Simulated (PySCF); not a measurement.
# Radial density of Be²⁺ (beryllium, charge +2)

B3LYP, 1s2, closed-shell 1S. All numbers are calculated (PySCF 2.14, no relativity, point nucleus, in def2-TZVP (5s3p1d, 19 functions)).

```json
{"r (bohr)": "0.00661", "4πr²ρ (e/bohr)": "0.01782"}
{"r (bohr)": "0.0111", "4πr²ρ (e/bohr)": "0.04882"}
{"r (bohr)": "0.0187", "4πr²ρ (e/bohr)": "0.1297"}
{"r (bohr)": "0.0314", "4πr²ρ (e/bohr)": "0.3320"}
{"r (bohr)": "0.0529", "4πr²ρ (e/bohr)": "0.7918"}
{"r (bohr)": "0.0889", "4πr²ρ (e/bohr)": "1.689"}
{"r (bohr)": "0.150", "4πr²ρ (e/bohr)": "2.981"}
{"r (bohr)": "0.252", "4πr²ρ (e/bohr)": "3.876"}
{"r (bohr)": "0.423", "4πr²ρ (e/bohr)": "3.075"}
{"r (bohr)": "0.712", "4πr²ρ (e/bohr)": "1.099"}
{"r (bohr)": "1.20", "4πr²ρ (e/bohr)": "0.1098"}
{"r (bohr)": "2.01", "4πr²ρ (e/bohr)": "0.001588"}
```
